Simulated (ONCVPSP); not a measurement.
**O: from the effect back to the setting (ONCV)**

Base potential:

O, optimised norm-conserving Vanderbilt (ONCV), made with ONCVPSP 4.0.1 (LDA (Perdew-Zunger), scalar-relativistic). Core [He], reference 2s2 2p4. Waves: 2s: rc 0.70 bohr, ncon 4, nbas 7, qcut 10.6 1/bohr, 1 projector; 2p: rc 1.25 bohr, ncon 3, nbas 7, qcut 13.2 1/bohr, 3 projectors, debl 1.8 Ha; d scattering state at 0.09 Ha: rc 1.30 bohr, ncon 3, nbas 6, qcut 8.2 1/bohr, 2 projectors, debl 4 Ha. Local part: polynomial inside 0.50 bohr (lpopt 1, dvloc0 1 Ha). Core correction: Teter function, fcfact 2, rcfact 1.5.

Cutoffs, loose and tight: the cutoffs (Ha) at which the residual kinetic energy of the hardest occupied pseudo-wave falls to 1 and 0.1 mHa per electron. They do not see the model core or the augmentation charge, which bear on the density cutoff. Test errors are all-electron minus pseudo excitation energies from the reference, over the configurations 2s2 2p3; 2s2 2p2; 2s2 2p1; 2s0 2p6; variants that change the core or the reference have their own tests.

Only the scale of all radii but the core radius (base = 1) is moved (1 further runs of the sweep failed or gave no value and are left out):

| scale of all radii but the core radius (base = 1) | cutoff, loose | cutoff, tight | bound ghosts | largest test error (meV) | median size of the test errors |
| --- | --- | --- | --- | --- | --- |
| 0.86 | 265 Ha | 344 Ha | none | +210 | 49.1 meV |
| 0.92 | 56 Ha | 280 Ha | none | +228 | 51.0 meV |
| 0.97 | 48 Ha | 123 Ha | none | +256 | 54.0 meV |
| 1.12 | 44 Ha | 55 Ha | none | +384 | 75.1 meV |
| 1.17 | 43 Ha | 54 Ha | none | +452 | 85.2 meV |
| 1.24 | 43 Ha | 53 Ha | none | +571 | 103.8 meV |
| 1.32 | 41 Ha | 51 Ha | none | +705 | 123.9 meV |

Task: One more run gave cutoff, loose: 43 Ha; cutoff, tight: 54 Ha; bound ghosts: none; largest test error (meV): +335; median size of the test errors: 68.4 meV. Which value of the scale of all radii but the core radius (base = 1) was used?

Result: 1.06. The median size of the test errors moves one way along this sweep, from 49.1 meV at 0.86 to 123.9 meV at 1.32, which places the run between 0.97 and 1.12.
